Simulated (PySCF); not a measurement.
**Si (silicon, neutral) across methods**

[Ne] 3s2 3p2, high-spin 3P determinant. All numbers are calculated (PySCF 2.14, scalar relativity by spin-free X2C-1e, in x2c-TZVPPall (5s5p3d1f, 42 functions)). The B2PLYP total includes its PT2 part (frozen core); its orbital energies are those of the SCF part.

```tsv
method	E (hartree)	mean ε 3s α (eV)	mean ε 3s β (eV)	mean ε 3p α (eV)	Σ⟨r²⟩ (bohr²)	⟨S²⟩
r2SCAN	-289.9491	-11.689	-9.769	-4.880	31.50	2.010
B2PLYP	-289.8608	-14.223	-11.550	-6.376	31.57	2.007
BLYP	-289.9900	-10.953	-9.671	-4.235	31.47	2.003
M06	-289.9609	-12.512	-10.690	-5.113	31.19	2.002
LDA	-288.8080	-11.282	-9.860	-4.508	31.58	2.001
BHandHLYP	-289.9849	-14.150	-11.731	-6.325	31.43	2.006
PBE	-289.8339	-11.202	-9.677	-4.536	31.43	2.004
UHF	-289.45418	-16.895	-12.631	-8.170	31.92	2.015
```

Q: Estimate the same row for PBE0.

A: E (hartree) = -289.8583; mean ε 3s α (eV) = -12.798; mean ε 3s β (eV) = -10.715; mean ε 3p α (eV) = -5.583; Σ⟨r²⟩ (bohr²) = 31.40; ⟨S²⟩ = 2.006.
